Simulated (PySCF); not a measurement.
C6H8FO: g tensor and hyperfine couplings

Compound: C6H8FO (doublet state).
Geometry (GFN2-xTB, Å), atoms numbered from 1 in this order:
```xyz
16
C6H8FO angstrom
C     -2.1841    0.7899    0.6838
C     -1.5691   -0.4040   -0.0416
F     -1.6037   -0.1605   -1.4026
C     -0.1614   -0.6502    0.4110
C      0.9154   -0.3977   -0.3216
C      2.3133   -0.5513    0.1799
C      2.8810    0.7595    0.6105
O      2.4993    1.8817    0.5887
H     -2.2210    0.5927    1.7511
H     -1.5796    1.6756    0.5035
H     -3.1911    0.9697    0.3161
H     -2.1817   -1.3049    0.1112
H     -0.0804   -1.0467    1.4138
H      0.8098    0.0161   -1.3143
H      2.3638   -1.2220    1.0409
H      2.9819   -0.9389   -0.5922
```

The hyperfine couplings belong to this conformer and change with its torsions.

Identity: `C[C@@H](F)/C=C/C[C]=O` [radical].

Method: UKS B3LYP, pcH-1 on C F H O, non-relativistic, mean-field spin-orbit, GIAO (PySCF). One conformer (not necessarily the lowest) at the GFN2-xTB geometry, without solvent, vibrations or thermal averaging. The geometry wasn't refined by DFT: couplings that depend on bond lengths, twists or pyramidal angles can differ widely from those at the functional's own minimum. The SCF solution wasn't tested for stability.

- g1, g2, g3: 1.99477, 2.00201, 2.00442
- g_iso: 2.00040
- Form of g: rhombic: the two nearest values differ by 25 % of g3 − g1
- ⟨S²⟩: 0.7529 (exact 0.7500)
- α and β electrons: 31, 30
- Basis functions: 280

Isotropic coupling and dipolar principal values T1 to T3, in mT (MHz turned into mT with g_iso):

```tsv
atom	isotope	a_iso	T1	T2	T3	Mulliken spin population
C1	13C	0.16	-0.01	-0.01	0.02	0.00
C2	13C	0.01	-0.02	-0.01	0.03	0.00
F3	19F	0.08	-0.03	-0.02	0.05	0.00
C4	13C	0.20	-0.15	-0.11	0.27	0.05
C5	13C	0.93	-0.24	-0.09	0.33	0.01
C6	13C	4.91	-0.46	-0.45	0.90	0.06
C7	13C	12.20	-1.85	-1.76	3.61	0.65
O8	17O	-1.50	-3.75	1.74	2.02	0.23
H9	1H	0.00	-0.02	-0.02	0.04	0.00
H10	1H	0.00	-0.04	-0.01	0.05	0.00
H11	1H	0.08	-0.02	-0.01	0.03	0.00
H12	1H	0.06	-0.03	-0.02	0.05	0.00
H13	1H	-0.03	-0.07	0.00	0.07	0.00
H14	1H	0.05	-0.10	-0.05	0.15	0.00
H15	1H	-0.09	-0.32	-0.20	0.52	0.00
H16	1H	-0.27	-0.32	-0.20	0.52	0.00
```

The largest Mulliken spin populations are on C7 (+0.65) and O8 (+0.23).

Axes: g1 points within 13° of the C7–O8 bond.

Under fast tumbling the dipolar parts average out, and these isotropic splittings remain: 1 × 1H (H16, I = 1/2, 2 lines) with 0.27 mT, 1 × 1H (H15, I = 1/2, 2 lines) with 0.09 mT, 1 × 19F (F3, I = 1/2, 2 lines) with 0.08 mT, 1 × 1H (H12, I = 1/2, 2 lines) with 0.06 mT and 1 × 1H (H14, I = 1/2, 2 lines) with 0.05 mT.

The 13C coupling of C7 (341.5 MHz) shows only in satellite lines or after enrichment, since that isotope makes up about 1.07 % of natural carbon.

The 17O coupling of O8 (-42.0 MHz) shows only in satellite lines or after enrichment, since that isotope makes up about 0.038 % of natural oxygen.

The spin density at the nucleus, in bohr⁻³, is negative for H16 (-0.0017), for instance. A restricted open-shell determinant has no negative spin density anywhere; here it arises because α and β orbitals differ (spin polarisation).
